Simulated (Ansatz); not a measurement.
Compare A (`C=N/C([SiH3])=C\O`) with its isomer B (`COC1=N[SiH]1C`).

Program: Ansatz. Geometries: PBE0-D4/def2-TZVP. ΔE: electronic, gas phase. CCSD(T)/CBS adds triple-zeta CCSD(T) − MP2 to the extrapolated MP2 energy (def2 sets, frozen cores). DFT in def2-TZVPP. B3LYP here is the variant with VWN-RPA as its local correlation; programs differ in this. Each species was taken in one conformer, which may not be the lowest.

Question: Which is lower in electronic energy at CCSD(T)/CBS, and by how much? (Estimate.)

Answer: The calculation gave: B, by 13.3 kcal/mol.

Question: Give E(B) − E(A) in kcal/mol with B2PLYP, ωB97M-V, B3LYP-D4, B3LYP, MP2/def2-TZVPP, HF/def2-TZVPP, CCSD/def2-TZVPP. (Estimate.)

Answer: Computed: B2PLYP -13.7, ωB97M-V -15.7, B3LYP-D4 -11.1, B3LYP -12.1, MP2/def2-TZVPP -16.1, HF/def2-TZVPP -10.7, CCSD/def2-TZVPP -13.1. None reverses the order clearly.

Largest T1 diagnostic: 0.014.

The D4 term adds +1.1 kcal/mol with B3LYP and +0.6 kcal/mol with PBE0; it sums over pairs of atoms, weighted by their polarisabilities, and B3LYP, whose exchange is more repulsive, gets the larger term. In def2-TZVPP, CCSD(T) changes the Hartree–Fock value by −2.6 kcal/mol (the triples alone add −0.2 kcal/mol) and MP2 by −5.4 kcal/mol.
